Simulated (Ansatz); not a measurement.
C3H5ClGe (`C#[C][GeH2][CH2]Cl`) at its PBE0-D4/def2-TZVP geometry, where that method's forces vanish. The species carries charge 0 and has multiplicity 1.

```xyz
10

C    -2.4196   -0.9776   -0.4937
C    -1.4996   -0.2302   -0.2785
Ge   -0.0383    0.9277    0.0707
C     1.5576   -0.1696    0.3956
Cl    2.0263   -1.0623   -1.0683
H    -3.2327   -1.6390   -0.6878
H    -0.3522    1.7533    1.3294
H     0.1938    1.8373   -1.1401
H     2.3992    0.4568    0.6892
H     1.3656   -0.8964    1.1836
```

Question: What forces (eV/Å) does ωB97M-V/def2-TZVPP give on these atoms in Ansatz 0.2.0? (An estimate is asked.)

Answer: Computed: 
```
C1   0.135  0.109  0.031
C2  -0.283 -0.245 -0.071
Ge3  0.143  0.190  0.037
C4  -0.037  0.106  0.216
Cl5  0.025 -0.076 -0.147
H6   0.066  0.054  0.016
H7   0.025 -0.070 -0.102
H8  -0.017 -0.078  0.091
H9  -0.081 -0.064 -0.012
H10  0.024  0.075 -0.061
```
